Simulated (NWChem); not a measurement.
System: CH4BBrO; SMILES CB(O)Br

```xyz
8

B      0.0730    -0.9587     0.0000
Br    -0.0131     0.9935     0.0000
C     -1.2422    -1.7978     0.0000
H     -1.8567    -1.5509     0.8807
H     -1.0353    -2.8776     0.0000
H     -1.8567    -1.5509    -0.8807
O      1.2850    -1.5383     0.0000
H      2.0145    -0.9076     0.0000
```
Atoms are numbered in this order, from 1.

Computed with NWChem. Geometry: optimised at PBE0/def2-SVP. Ions are spin-unrestricted doublets at the neutral geometry; other ion states weren't tried.

Question: Predict the results for PBE/def2-SVP. Quantities: vertical ionisation energy, ΔSCF (eV); −ε(HOMO) (eV).

Answer: 
* **vertical ionisation energy, ΔSCF (eV)**: 10.42
* **−ε(HOMO) (eV)**: 6.77
